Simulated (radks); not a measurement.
Task: All-electron atom: Ce6+ in [Kr] 4d10 5s2 5p4. Calculated with a radial shooting solver on a logarithmic mesh with Libxc functionals: scalar-relativistic Kohn-Sham, LB94 model potential, spin-polarised, spherical densities, finite nucleus; open shells are filled with parallel spins first (spin-orbit coupling, left out, can overturn this in heavy ions); Fermi nuclear charge, rms radius 4.8771 fm. Some entries of the table are withheld. Estimate them.

orbital  occ.  eigenvalue (hartree)  <r> (bohr)  <1/r> (bohr^-1)
1s down     1             -1489.150     0.02454            63.40
1s up       1             -1489.150     0.02454            63.40
2s up       1             -241.6435      0.1050            14.62
2s down     1             -241.6398      0.1050            14.62
2p up       3             -216.9611     0.09214            13.86
2p down     3             -216.9553     0.09214            13.86
3s up       1             -54.84565      0.2783            5.296
3s down     1             -54.84200      0.2783            5.295
3p up       3             -46.96974      0.2761            5.023
3p down     3             -46.96600      0.2761            5.023
3d up       5             -35.73795      0.2528            4.772
3d down     5             -35.73472      0.2528            4.772
4s up       1             -13.51790      0.6348            2.219
4s down     1             -13.51034      0.6355            2.217
4p up       3             -10.94536         (1)            2.051
4p down     3             -10.94130         (2)            2.048
4d down     5              -7.23192      0.7328            1.803
4d up       5              -7.22961      0.7313            1.807
5s up       1              -4.24420       1.410           0.9516
5s down     1              -4.24283       1.399           0.9623
5p up       3              -3.50266       1.566           0.8451
5p down     1              -3.48788       1.553           0.8562

Result: 
(1) 4p up <r> (bohr): 0.6705
(2) 4p down <r> (bohr): 0.6715
